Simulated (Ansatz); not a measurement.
Cost and result up the ladder for Sr₃S₄ (7 atoms). Charge 0, multiplicity 1. Geometry: PBE-D4/def2-SVP.

Cartesian coordinates in Å:
```
Sr -1.2240 -0.4384 1.6472
Sr -1.0308 1.4320 -1.9260
Sr 2.0336 0.2696 0.4322
S 0.6371 -0.8099 -1.9728
S 1.1892 -1.2638 2.4571
S -1.3734 -1.2501 -1.2200
S -0.2317 2.0605 0.5824
```

Ansatz on 4 threads of INTEL XEON PLATINUM 8581C on a shared host. Times are rough, and most runs start from the orbitals of an earlier one. ωB97M-V/def2-TZVP serves as the yardstick here, not as an exact answer. Differences are given only for rows in sets of like size (and for xTB, whose basis is part of the method), since another set adds its own error. Binding counts from free atoms at the same level (Sr singlet, S triplet; other spins of the atoms weren't run), without zero-point energy or a counterpoise term.

In the def2 sets Sr takes a core potential; there is no spin–orbit coupling. Correlated methods freeze 20 core orbitals; core or outer-core shells of Sr are correlated, in sets that lack core-valence functions. The rows differ in basis, and correlated rows in double-zeta sets carry the largest basis error. Another isomer (singlet) lies 0.09 eV lower at PBE0-D4/def2-TZVP; other spin states weren't run for this one.

Correlated methods converge slowly with the basis, most of all in double-zeta sets.

```json
{"level": "PBE-D4/def2-SVP", "functions": "141", "wall time": "1.7 s", "binding energy per atom (eV)": "3.38", "difference from ωB97M-V/def2-TZVP (eV)": "–"}
{"level": "PBE0-D4/def2-SVP", "functions": "141", "wall time": "3.2 s", "binding energy per atom (eV)": "3.30", "difference from ωB97M-V/def2-TZVP (eV)": "–"}
{"level": "BLYP-D4/def2-TZVP", "functions": "247", "wall time": "3.4 s", "binding energy per atom (eV)": "3.11", "difference from ωB97M-V/def2-TZVP (eV)": "-0.10"}
{"level": "PBE-D4/def2-TZVP (with forces)", "functions": "247", "wall time": "4 s", "binding energy per atom (eV)": "3.32", "difference from ωB97M-V/def2-TZVP (eV)": "0.12"}
{"level": "MP2/def2-TZVP", "functions": "247", "wall time": "6 s", "binding energy per atom (eV)": "3.04", "difference from ωB97M-V/def2-TZVP (eV)": "-0.17"}
{"level": "PBE0-D4/def2-TZVP", "functions": "247", "wall time": "6.5 s", "binding energy per atom (eV)": "3.25", "difference from ωB97M-V/def2-TZVP (eV)": "0.05"}
{"level": "r2SCAN-D4/def2-TZVP", "functions": "247", "wall time": "6.5 s", "binding energy per atom (eV)": "3.40", "difference from ωB97M-V/def2-TZVP (eV)": "0.19"}
{"level": "BHLYP-D4/def2-TZVP", "functions": "247", "wall time": "6.5 s", "binding energy per atom (eV)": "3.03", "difference from ωB97M-V/def2-TZVP (eV)": "-0.18"}
{"level": "ωB97M-V/def2-TZVP", "functions": "247", "wall time": "15 s", "binding energy per atom (eV)": "3.21", "difference from ωB97M-V/def2-TZVP (eV)": "0.00"}
{"level": "CCSD(T)/def2-SVP", "functions": "141", "wall time": "23 s", "binding energy per atom (eV)": "2.80", "difference from ωB97M-V/def2-TZVP (eV)": "–"}
```
